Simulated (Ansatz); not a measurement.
Calculated with Ansatz (gas phase, PBE0-D4/def2-TZVP geometries, no zero-point term in ΔE). CCSD(T)/CBS adds triple-zeta CCSD(T) − MP2 to the extrapolated MP2 energy (def2 sets, frozen cores). Functionals use def2-TZVPP. def2 core potentials past Kr. For In, Sn outer-core shells are correlated without core-valence functions, which leaves a few kJ/mol of doubt a bond. Each species was taken in one conformer, which may not be the lowest.

`[Cl][InH][Cl]` + `C[O][SnH2][NH2]` → `[NH2][In]([Cl])[Cl]` + `C[O][SnH3]`  (redistribution)

Task: Is it downhill or uphill in electronic energy at CCSD(T)/CBS, and by how much? (Best estimate.)

Result: Ansatz gave: Nearly level: ΔE = -0.4 kcal/mol.

Task: What do these levels give: ωB97X-V, B2PLYP, PBE, r2SCAN, CCSD(T)/def2-SVP, MP2/def2-QZVPP? (An estimate is asked.)

Result: Computed: ωB97X-V 0.0, B2PLYP -0.7, PBE -0.4, r2SCAN -0.1, CCSD(T)/def2-SVP -2.0, MP2/def2-QZVPP -0.7 kcal/mol.

Largest T1 diagnostic among the species: 0.013.

At CCSD(T), def2-SVP lies −1.6 kcal/mol from the extrapolated value and def2-TZVPP −0.4 kcal/mol. Leaving LDA and LC-ωPBE aside and taking each functional with its dispersion term where it has one, the values, not all of them listed here, spread over 1.0 kcal/mol, from B2PLYP to B97M-V. In def2-TZVPP, CCSD(T) changes the Hartree–Fock value by −0.8 kcal/mol (the triples alone add −0.2 kcal/mol) and MP2 by −1.0 kcal/mol.
